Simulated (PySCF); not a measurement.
# Electron correlation in Cl (chlorine, neutral)

[Ne] 3s1 3p6, 2S determinant (an excited configuration). Calculation: PySCF 2.14, in aug-cc-pVTZ-DK (6s5p3d2f, 50 functions); scalar relativity by spin-free X2C-1e. Frozen: [Ne]; 7 electrons correlated.

```json
{"level": "CCSD", "correlation energy (mhartree)": "-321.75"}
{"level": "(T)", "correlation energy (mhartree)": "-39.62"}
{"level": "CCSD(T)", "correlation energy (mhartree)": "-361.37"}
```

Diagnostics: T1 = 0.022, D1 = 0.0468, largest double amplitude 0.211.

A double-excitation amplitude exceeds 0.15, a sign of near-degeneracy.

Cost of the coupled-cluster step: roughly 2.1 core-seconds, for 7 correlated electrons.

Iterations:

```
CC2 = 0
CCSD nocc = (np.int64(4), np.int64(3)), nmo = (45, 45)
frozen orbitals [[0, 1, 2, 3, 4], [0, 1, 2, 3, 4]]
max_cycle = 100
direct = 0
conv_tol = 1e-08
conv_tol_normt = 1e-06
diis_space = 8
diis_start_cycle = 0
Init t2, MP2 energy = -0.249699939150071
Init E_corr(UCCSD) = -0.24969993915816
cycle = 1  E_corr(UCCSD) = -0.280278125074084  dE = -0.0305781859  norm(t1,t2) = 0.148884
cycle = 2  E_corr(UCCSD) = -0.297890872236559  dE = -0.0176127472  norm(t1,t2) = 0.0985753
cycle = 3  E_corr(UCCSD) = -0.323652497701641  dE = -0.0257616255  norm(t1,t2) = 0.0645494
cycle = 4  E_corr(UCCSD) = -0.319059180370735  dE = 0.00459331733  norm(t1,t2) = 0.0100876
cycle = 5  E_corr(UCCSD) = -0.321520591928196  dE = -0.00246141156  norm(t1,t2) = 0.00808385
cycle = 6  E_corr(UCCSD) = -0.321878759162492  dE = -0.000358167234  norm(t1,t2) = 0.00155477
cycle = 7  E_corr(UCCSD) = -0.321773878733178  dE = 0.000104880429  norm(t1,t2) = 0.000892851
cycle = 8  E_corr(UCCSD) = -0.321746860529848  dE = 2.70182033e-05  norm(t1,t2) = 0.000558816
cycle = 9  E_corr(UCCSD) = -0.321741503808332  dE = 5.35672152e-06  norm(t1,t2) = 0.000191673
cycle = 10  E_corr(UCCSD) = -0.321753032813007  dE = -1.15290047e-05  norm(t1,t2) = 5.61137e-05
cycle = 11  E_corr(UCCSD) = -0.321751591391501  dE = 1.44142151e-06  norm(t1,t2) = 1.1291e-05
cycle = 12  E_corr(UCCSD) = -0.321752253020206  dE = -6.61628705e-07  norm(t1,t2) = 3.59109e-06
cycle = 13  E_corr(UCCSD) = -0.321752215413425  dE = 3.76067804e-08  norm(t1,t2) = 5.40781e-07
cycle = 14  E_corr(UCCSD) = -0.321752195772492  dE = 1.9640933e-08  norm(t1,t2) = 1.3617e-07
cycle = 15  E_corr(UCCSD) = -0.321752202560914  dE = -6.78842149e-09  norm(t1,t2) = 3.86693e-08
UCCSD converged
E(UCCSD) = -460.6439731440072  E_corr = -0.3217522025609137
UCCSD(T) correction = -0.0396243001346363
```
